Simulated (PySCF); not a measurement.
Predicted microwave data (PySCF 2.14.0, PBE0-D3(BJ)/def2-SVP geometry optimisation, gas phase) for one isomer of C4H8Si:

* Rotational constants: A = 8442, B = 2207, C = 1902 MHz
* Dipole components: |μa| = 0.34 D, |μb| = 0.37 D, |μc| = 0.20 D
* Inertial defect: -23.16 u·Å²
* κ: -0.91

Task: Which candidate fits, each taken in the one conformer that was computed?
A. `[CH2:1]=[CH:2][SiH:3]1[CH2:4][CH2:5]1` with C1–C2–Si3–C4 -27°
B. `CC#CC[SiH3]`
C. `[CH2:1]=[CH:2]/[CH:3]=[CH:4]/[SiH3:5]` with C1–C2–C3–C4 180°
D. `C[C@@H]1C=C1[SiH3]`
E. `[CH2:1]=[CH:2][C@H:3]1[CH2:4][SiH2:5]1` with C1–C2–C3–C4 0°
F. `[SiH3:1][CH2:2][C:3]1=[CH:4][CH2:5]1` with Si1–C2–C3–C4 -101°

Result: D. It is C[C@@H]1C=C1[SiH3], a near-prolate asymmetric top, point group C1. The candidates at the same level (rigid rotor, commonest isotopes):

```csv
SMILES,A (MHz),B (MHz),C (MHz),μa (D),μb (D),μc (D),Δ (u·Å²),point group,rotor
C=C[SiH]1CC1,7692,2714,2399,0.55,0.16,0.01,-41.26,–,asymmetric top
C[C@@H]1C=C1[SiH3],8442,2207,1902,0.34,0.37,0.20,-23.16,C1,near-prolate asymmetric top
[SiH3]CC1=CC1,9818,2059,1965,0.42,0.79,0.09,-39.81,C1,near-prolate asymmetric top
C=C/C=C/[SiH3],22110,1394,1332,1.02,0.15,0.00,-5.86,Cs,near-prolate asymmetric top
CC#CC[SiH3],12444,1503,1387,0.46,0.26,0.00,-12.32,–,near-prolate asymmetric top
C=C[C@H]1C[SiH2]1,8146,2611,2472,0.67,0.04,0.23,-51.19,C1,near-prolate asymmetric top
```

`C=C/C=C/[SiH3]` has A 162 % too high; `[SiH3]CC1=CC1` has A 16 % too high; `CC#CC[SiH3]` has A 47 % too high; `C=C[SiH]1CC1` has C 26 % too high; `C=C[C@H]1C[SiH2]1` has C 30 % too high. No structure here is proved a minimum.
